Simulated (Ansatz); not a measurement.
Born–Oppenheimer molecular dynamics of a periodic cell of 17 atoms, Si (host Si, host structure diamond, interstitial Si). It goes on from the last frame of an earlier run, with new velocities.

The calculation used DFT PBE, scalar-relativistic, plane waves, PAW in Ansatz. Settings: PAW set soft_1, cutoff 200 eV, k mesh 2x2x2, fermi-dirac smearing 0.02 eV, no spin polarisation.

```yaml
ensemble: NVT, Langevin thermostat
time_step: 2 fs
steps_asked: 200
set_temperature: 840 K
friction: 0.01 /fs
seed: 745936
```

Frames 10 fs apart, positions in Å, forces in eV/Å.

Velocities at 20.0 fs (Å/ps):

```
Si -5.08 2.73 0.75
Si 0.78 8.52 -0.27
Si -4.34 1.90 -1.01
Si 0.52 2.87 -2.77
Si -0.82 -3.48 -1.48
Si -3.15 -5.69 1.26
Si -0.82 -6.44 1.12
Si 1.17 -4.44 1.67
Si -5.67 3.08 0.13
Si -0.51 1.13 -2.25
Si 1.52 -5.52 6.64
Si -0.85 -0.91 4.86
Si 3.46 -2.36 5.09
Si -8.36 5.80 1.67
Si 1.50 -2.84 3.90
Si -6.66 3.55 3.58
Si 7.38 3.11 -4.77
```

```xyz
17
Lattice="0.0000 5.4300 5.4300 5.4300 0.0000 5.4300 5.4300 5.4300 0.0000" Properties=species:S:1:pos:R:3:forces:R:3 time_fs=20.0 energy_less_start_eV=0.453 T=500
Si -0.164 0.251 0.099 -0.23 -0.92 0.29
Si 1.465 1.201 1.316 1.09 2.00 0.56
Si 2.851 2.928 0.161 -0.33 -1.34 -0.08
Si 4.207 4.206 1.667 0.43 -0.99 -1.91
Si 2.455 -0.287 2.785 0.63 0.41 0.20
Si 3.756 1.373 4.203 -0.32 -1.08 -1.33
Si 5.280 2.481 2.776 0.40 0.69 1.01
Si 6.576 3.913 4.303 0.01 -0.21 0.20
Si 0.211 2.629 2.858 0.03 -0.64 -0.37
Si 1.107 4.468 3.993 0.70 -0.74 0.52
Si 2.797 5.482 2.768 -1.36 1.60 0.39
Si 4.083 6.806 4.131 0.12 0.99 1.10
Si 2.683 2.984 5.260 -0.43 1.69 0.77
Si 4.908 3.383 6.108 -0.86 -1.02 -0.52
Si 5.516 5.649 5.620 0.92 1.05 -0.30
Si 7.099 7.235 6.950 -0.34 -1.64 -0.57
Si 4.747 5.042 7.821 -0.45 0.16 0.05
17
Lattice="0.0000 5.4300 5.4300 5.4300 0.0000 5.4300 5.4300 5.4300 0.0000" Properties=species:S:1:pos:R:3:forces:R:3 time_fs=30.0 energy_less_start_eV=0.348 T=629
Si -0.224 0.246 0.102 1.26 -0.34 0.55
Si 1.499 1.298 1.318 -0.03 0.55 0.65
Si 2.836 2.913 0.160 0.04 -0.95 0.04
Si 4.212 4.218 1.614 0.19 -1.46 -0.90
Si 2.473 -0.326 2.781 0.50 0.74 -0.16
Si 3.712 1.300 4.201 -0.74 -0.21 -1.24
Si 5.285 2.457 2.818 -0.68 1.26 1.17
Si 6.583 3.867 4.317 -0.47 0.20 0.24
Si 0.164 2.630 2.863 0.20 -0.40 -0.24
Si 1.101 4.482 4.000 0.44 -1.11 0.68
Si 2.802 5.454 2.812 -1.17 1.83 -0.06
Si 4.064 6.795 4.195 0.17 0.88 0.57
Si 2.722 2.990 5.328 -1.50 1.05 0.05
Si 4.793 3.404 6.135 0.42 -1.05 -0.52
Si 5.534 5.653 5.633 1.20 0.83 -0.82
Si 7.025 7.261 7.003 0.91 -2.08 -1.03
Si 4.785 5.068 7.758 -0.74 0.26 1.04
17
Lattice="0.0000 5.4300 5.4300 5.4300 0.0000 5.4300 5.4300 5.4300 0.0000" Properties=species:S:1:pos:R:3:forces:R:3 time_fs=40.0 energy_less_start_eV=0.236 T=688
Si -0.227 0.233 0.117 1.45 0.34 -0.02
Si 1.542 1.389 1.327 -1.06 -1.05 1.18
Si 2.842 2.863 0.173 0.02 -0.03 -0.21
Si 4.196 4.183 1.527 -0.07 -0.90 0.84
Si 2.502 -0.339 2.810 -0.15 0.58 -0.61
Si 3.638 1.235 4.161 -0.10 0.48 -0.20
Si 5.290 2.471 2.914 -1.01 1.12 0.36
Si 6.578 3.808 4.358 -0.53 0.86 0.35
Si 0.125 2.595 2.869 0.32 0.23 -0.16
Si 1.130 4.435 4.054 0.12 -0.99 0.29
Si 2.779 5.489 2.839 -0.63 0.86 -0.66
Si 4.020 6.813 4.252 0.64 0.30 -0.08
Si 2.736 2.996 5.386 -3.16 0.03 -0.82
Si 4.673 3.380 6.145 2.55 -0.39 0.24
Si 5.558 5.682 5.616 1.07 0.16 -0.71
Si 6.981 7.222 7.030 0.86 -1.71 -1.06
Si 4.788 5.079 7.725 -0.33 0.10 1.25
17
Lattice="0.0000 5.4300 5.4300 5.4300 0.0000 5.4300 5.4300 5.4300 0.0000" Properties=species:S:1:pos:R:3:forces:R:3 time_fs=50.0 energy_less_start_eV=0.195 T=772
Si -0.168 0.261 0.127 0.55 -0.03 -0.47
Si 1.579 1.412 1.373 -1.47 -1.85 1.42
Si 2.868 2.799 0.211 -0.58 0.53 -0.64
Si 4.170 4.115 1.463 0.60 0.76 1.89
Si 2.507 -0.339 2.845 -0.73 -0.16 -1.07
Si 3.545 1.211 4.106 1.11 1.14 1.13
Si 5.259 2.531 3.019 -0.51 0.10 -1.24
Si 6.577 3.757 4.411 -0.22 1.36 0.56
Si 0.122 2.591 2.850 0.16 0.41 0.13
Si 1.188 4.331 4.108 -0.25 0.17 -0.05
Si 2.767 5.531 2.856 -0.25 -0.21 -0.78
Si 4.018 6.860 4.281 1.09 -0.51 -0.84
Si 2.653 2.981 5.440 -2.15 -0.37 -1.00
Si 4.624 3.344 6.159 2.46 -0.05 0.06
Si 5.598 5.703 5.580 0.57 -0.46 -0.31
Si 6.970 7.134 6.991 -0.47 -0.95 0.33
Si 4.771 5.073 7.726 0.08 0.13 0.87
17
Lattice="0.0000 5.4300 5.4300 5.4300 0.0000 5.4300 5.4300 5.4300 0.0000" Properties=species:S:1:pos:R:3:forces:R:3 time_fs=60.0 energy_less_start_eV=0.169 T=771
Si -0.076 0.312 0.145 -0.38 -0.68 -0.67
Si 1.608 1.360 1.470 -0.84 -0.96 0.70
Si 2.889 2.775 0.210 -0.97 0.03 -0.02
Si 4.182 4.075 1.460 0.76 1.81 1.58
Si 2.490 -0.357 2.860 -0.56 -0.63 -0.65
Si 3.530 1.226 4.069 1.36 1.01 1.54
Si 5.211 2.598 3.064 0.08 -0.38 -1.50
Si 6.569 3.746 4.498 -0.15 1.15 -0.14
Si 0.130 2.630 2.839 0.07 -0.15 0.39
Si 1.235 4.209 4.152 -0.70 2.05 -0.67
Si 2.747 5.550 2.842 0.32 -0.95 -0.02
Si 4.070 6.893 4.280 0.66 -0.88 -1.37
Si 2.522 2.965 5.466 0.88 -1.05 0.28
Si 4.670 3.321 6.163 0.33 -0.12 -0.74
Si 5.645 5.714 5.524 0.01 -0.68 0.14
Si 6.937 7.021 6.980 -1.00 0.01 0.79
Si 4.766 5.038 7.754 0.12 0.41 0.35
17
Lattice="0.0000 5.4300 5.4300 5.4300 0.0000 5.4300 5.4300 5.4300 0.0000" Properties=species:S:1:pos:R:3:forces:R:3 time_fs=70.0 energy_less_start_eV=0.277 T=712
Si 0.002 0.327 0.124 -0.89 -0.95 -0.45
Si 1.599 1.297 1.554 -0.16 0.13 -0.21
Si 2.893 2.752 0.199 -0.41 -0.22 0.86
Si 4.220 4.090 1.503 0.10 1.64 0.29
Si 2.474 -0.408 2.835 0.32 -0.30 0.41
Si 3.574 1.295 4.111 0.62 -0.46 0.80
Si 5.169 2.627 3.057 1.20 -0.29 -0.91
Si 6.564 3.773 4.595 -0.07 0.32 -1.44
Si 0.162 2.660 2.869 -0.29 -0.74 -0.18
Si 1.255 4.133 4.165 -0.45 3.19 -0.65
Si 2.736 5.534 2.814 0.75 -1.31 0.65
Si 4.107 6.899 4.220 0.08 -0.81 -0.86
Si 2.448 2.916 5.508 2.15 -1.15 1.09
Si 4.745 3.276 6.143 -0.82 -0.05 -0.52
Si 5.678 5.719 5.481 -0.78 -0.59 0.11
Si 6.891 6.905 6.986 -1.13 1.06 0.95
Si 4.786 5.004 7.774 -0.24 0.55 0.07
17
Lattice="0.0000 5.4300 5.4300 5.4300 0.0000 5.4300 5.4300 5.4300 0.0000" Properties=species:S:1:pos:R:3:forces:R:3 time_fs=80.0 energy_less_start_eV=0.096 T=1036
Si 0.054 0.294 0.057 -1.02 -0.63 0.09
Si 1.555 1.240 1.600 0.51 0.46 -0.69
Si 2.901 2.727 0.242 -0.14 -0.39 0.46
Si 4.292 4.139 1.547 -0.65 1.15 -1.08
Si 2.468 -0.487 2.821 0.78 0.18 0.69
Si 3.633 1.377 4.215 0.29 -1.28 -0.13
Si 5.172 2.652 3.006 1.49 -0.72 -0.07
Si 6.523 3.806 4.625 1.13 -0.73 -1.68
Si 0.196 2.638 2.893 -0.16 -0.05 -0.62
Si 1.288 4.193 4.138 0.34 1.28 0.30
Si 2.753 5.478 2.772 0.73 -0.75 0.58
Si 4.136 6.869 4.118 -0.80 -0.32 0.51
Si 2.468 2.847 5.618 1.03 0.34 0.09
Si 4.770 3.233 6.107 -0.90 0.06 0.30
Si 5.685 5.710 5.461 -1.48 -0.34 -0.26
Si 6.812 6.826 7.001 -0.57 1.42 1.51
Si 4.810 5.003 7.765 -0.60 0.32 0.01
17
Lattice="0.0000 5.4300 5.4300 5.4300 0.0000 5.4300 5.4300 5.4300 0.0000" Properties=species:S:1:pos:R:3:forces:R:3 time_fs=90.0 energy_less_start_eV=0.376 T=863
Si 0.072 0.264 0.023 -1.06 0.11 0.72
Si 1.517 1.210 1.633 1.10 0.02 -0.84
Si 2.904 2.673 0.300 0.00 0.00 -0.06
Si 4.360 4.215 1.594 -0.76 -0.20 -2.02
Si 2.482 -0.567 2.818 0.84 0.55 0.45
Si 3.690 1.392 4.288 0.09 -1.27 -0.69
Si 5.213 2.636 2.960 0.54 -0.47 0.64
Si 6.492 3.791 4.580 1.92 -0.91 -0.95
Si 0.214 2.596 2.889 -0.04 1.12 -0.10
Si 1.316 4.310 4.136 0.59 -1.45 0.37
Si 2.783 5.409 2.723 -0.06 0.44 0.52
Si 4.130 6.806 4.045 -1.15 0.35 1.16
Si 2.515 2.757 5.754 -0.16 1.39 -0.79
Si 4.773 3.179 6.078 -0.46 0.33 0.78
Si 5.642 5.688 5.422 -1.05 -0.23 -0.14
Si 6.687 6.796 7.069 0.55 0.46 0.80
Si 4.839 5.037 7.729 -0.90 -0.21 0.14
17
Lattice="0.0000 5.4300 5.4300 5.4300 0.0000 5.4300 5.4300 5.4300 0.0000" Properties=species:S:1:pos:R:3:forces:R:3 time_fs=100.0 energy_less_start_eV=1.070 T=696
Si 0.068 0.236 0.018 -0.62 0.44 1.17
Si 1.515 1.198 1.655 1.05 -0.49 -0.56
Si 2.903 2.614 0.335 0.20 0.29 -0.45
Si 4.388 4.269 1.608 -0.48 -1.22 -2.12
Si 2.518 -0.644 2.830 0.71 1.00 -0.05
Si 3.770 1.369 4.338 -0.45 -0.77 -0.94
Si 5.251 2.620 2.926 -0.87 0.48 1.42
Si 6.536 3.749 4.504 1.43 -0.24 0.33
Si 0.219 2.590 2.905 -0.12 1.15 0.22
Si 1.356 4.380 4.146 0.41 -2.75 0.48
Si 2.796 5.367 2.709 -0.64 0.88 0.19
Si 4.099 6.727 4.002 -0.82 1.31 1.33
Si 2.548 2.689 5.872 -0.77 1.46 -1.10
Si 4.779 3.118 6.083 0.23 0.59 0.51
Si 5.561 5.671 5.412 0.02 -0.85 0.10
Si 6.592 6.776 7.175 1.72 -0.81 -0.96
Si 4.853 5.032 7.702 -0.99 -0.47 0.43
17
Lattice="0.0000 5.4300 5.4300 5.4300 0.0000 5.4300 5.4300 5.4300 0.0000" Properties=species:S:1:pos:R:3:forces:R:3 time_fs=110.0 energy_less_start_eV=1.208 T=796
Si 0.067 0.208 0.076 0.39 0.33 0.50
Si 1.529 1.168 1.659 0.80 -0.14 0.12
Si 2.931 2.579 0.358 0.15 0.32 -0.59
Si 4.419 4.291 1.574 -1.28 -1.66 -0.87
Si 2.598 -0.677 2.820 0.12 1.07 -0.08
Si 3.850 1.319 4.407 -1.14 -0.07 -1.22
Si 5.257 2.622 2.938 -1.16 0.67 1.37
Si 6.626 3.694 4.451 0.75 0.41 1.08
Si 0.222 2.632 2.947 -0.04 0.30 0.18
Si 1.416 4.352 4.207 0.13 -2.53 0.76
Si 2.754 5.379 2.711 0.28 -0.18 -0.14
Si 4.051 6.686 3.989 -0.21 1.97 1.27
Si 2.552 2.688 5.942 -0.85 1.08 -1.10
Si 4.778 3.071 6.149 0.68 0.69 -0.15
Si 5.476 5.641 5.411 0.93 -1.32 0.19
Si 6.581 6.722 7.257 1.18 -0.45 -2.09
Si 4.846 5.036 7.666 -0.72 -0.49 0.78
17
Lattice="0.0000 5.4300 5.4300 5.4300 0.0000 5.4300 5.4300 5.4300 0.0000" Properties=species:S:1:pos:R:3:forces:R:3 time_fs=120.0 energy_less_start_eV=0.980 T=1020
Si 0.093 0.183 0.146 0.91 0.16 -0.38
Si 1.561 1.126 1.669 0.69 0.66 0.57
Si 2.961 2.571 0.379 -0.28 0.17 -0.61
Si 4.393 4.247 1.513 -1.32 -2.04 0.22
Si 2.696 -0.672 2.772 -0.97 0.66 0.28
Si 3.911 1.275 4.448 -1.52 0.29 -0.97
Si 5.244 2.620 3.020 -0.24 0.21 0.24
Si 6.759 3.667 4.394 0.19 0.85 1.27
Si 0.205 2.670 2.998 0.29 -0.31 0.24
Si 1.518 4.288 4.291 -0.26 -1.78 0.60
Si 2.739 5.373 2.693 1.28 -1.01 0.54
Si 3.987 6.716 4.017 0.40 1.58 1.14
Si 2.514 2.730 5.970 -0.17 0.38 -0.78
Si 4.782 3.034 6.243 0.41 0.51 -0.80
Si 5.428 5.580 5.414 1.08 -1.38 -0.09
Si 6.606 6.621 7.277 -0.70 1.38 -2.10
Si 4.834 5.019 7.669 0.21 -0.34 0.64
17
Lattice="0.0000 5.4300 5.4300 5.4300 0.0000 5.4300 5.4300 5.4300 0.0000" Properties=species:S:1:pos:R:3:forces:R:3 time_fs=130.0 energy_less_start_eV=0.789 T=1043
Si 0.129 0.148 0.202 0.65 -0.26 -0.57
Si 1.612 1.134 1.679 0.01 0.91 0.79
Si 2.989 2.561 0.381 -1.03 -0.12 -0.49
Si 4.316 4.128 1.446 -0.15 -0.81 1.06
Si 2.766 -0.657 2.694 -2.20 0.08 0.68
Si 3.909 1.227 4.472 -1.17 0.37 -0.73
Si 5.232 2.637 3.104 0.54 -0.16 -0.32
Si 6.894 3.693 4.389 -0.58 0.88 0.59
Si 0.171 2.711 3.042 0.65 -0.54 0.25
Si 1.617 4.185 4.378 -0.90 -0.15 -0.59
Si 2.777 5.364 2.712 0.89 -1.19 0.68
Si 3.921 6.787 4.061 1.43 0.48 0.73
Si 2.465 2.766 5.946 0.88 -0.75 0.43
Si 4.793 3.001 6.275 0.01 0.48 -1.11
Si 5.427 5.499 5.448 0.63 -1.12 -0.86
Si 6.609 6.546 7.224 -0.94 2.15 -1.19
Si 4.846 5.009 7.706 1.27 -0.25 0.63
```

Of the whole run (400 fs, mean temperature of the second half 811 K): A run of 0.4 ps of so small a system gives no equilibrium averages. The plane-wave cutoff is below what these datasets need, so energies and pressures aren't converged. Limits of this set-up: coarse k mesh.

The run took 4.9 min on 1 thread of Arm Neoverse V2, with other jobs on the host, peak memory 0.36 GiB.
